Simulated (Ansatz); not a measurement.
Mulliken charges of `FC[NH][SnH3]` from ωB97M-V/def2-TZVPP in Ansatz (PBE0-D4/def2-TZVP geometry).

| atom | x (Å) | y (Å) | z (Å) | charge (e) |
| --- | --- | --- | --- | --- |
| F1 | 0.129 | 1.687 | 1.196 | -0.258 |
| C2 | -0.697 | 1.256 | 0.133 | 0.057 |
| N3 | -0.064 | 0.357 | -0.733 | -0.453 |
| Sn4 | 0.572 | -1.437 | 0.007 | 0.586 |
| H5 | -1.001 | 2.167 | -0.390 | 0.108 |
| H6 | -1.563 | 0.790 | 0.612 | 0.108 |
| H7 | 0.594 | 0.818 | -1.345 | 0.106 |
| H8 | 0.836 | -2.421 | -1.360 | -0.086 |
| H9 | -0.729 | -1.977 | 0.964 | -0.083 |
| H10 | 2.007 | -1.291 | 0.919 | -0.085 |

Q: By hand: the dipole of these point charges (1 e Å = 4.8032 D).

A: Σ q r = (-0.105, -0.479, -0.125) e Å, of length 0.506 e Å = 2.43 D.

Q: How does the dipole of the full density compare? (Best estimate.)

A: The calculation gave: (-0.011, -0.181, -0.253) e Å, 1.50 D; the point charges give 1.62 times that, at 41° from its direction.

Point charges leave out the atoms' own dipoles, such as those of lone pairs, and Mulliken's split depends on the basis, so the two needn't agree.
